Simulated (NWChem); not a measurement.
Correlation energy of H6PSi2

SMILES: [SiH3][P][SiH3]
```xyz
9

Si    -0.0226     1.6611     0.4273
P      0.0000     0.0000    -1.1067
Si     0.0226    -1.6611     0.4273
H      0.2730     2.9616    -0.2438
H     -1.3803     1.7330     1.0538
H      0.9868     1.4279     1.5084
H      1.3803    -1.7330     1.0538
H     -0.2730    -2.9616    -0.2438
H     -0.9868    -1.4279     1.5084
```
Charge 0, spin multiplicity 2.

Program: NWChem. Structure: optimised with UPBE0/def2-SVP, a minimum by its harmonic frequencies.

Basis set: 6-31G*. Each correlation energy counts from its own Hartree-Fock reference.

The correlated methods keep 15 core orbitals frozen. The Pople sets run with spherical d functions. The structure started from a generated list of species. The unpaired electrons of the parent sit in orbitals of symmetry b (C2 labels of the run); other states weren't searched. No SCF solution was tested for a lower state. Open-shell Hartree-Fock references start from PBE0 orbitals. No row is a measurement; the coupled-cluster row has its own basis-set and correlation limits.

**Question.** One of these methods gave a correlation energy of -307.7 mHa. Which?
A) CCSD on ROHF
B) CCSD[T] on ROHF
C) SCS-UMP2
D) CCSD[T] on UHF

**Answer.** D, CCSD[T] on UHF. The others give -311.5 (CCSD[T] on ROHF), -252.1 (SCS-UMP2), -302.1 (CCSD on ROHF).
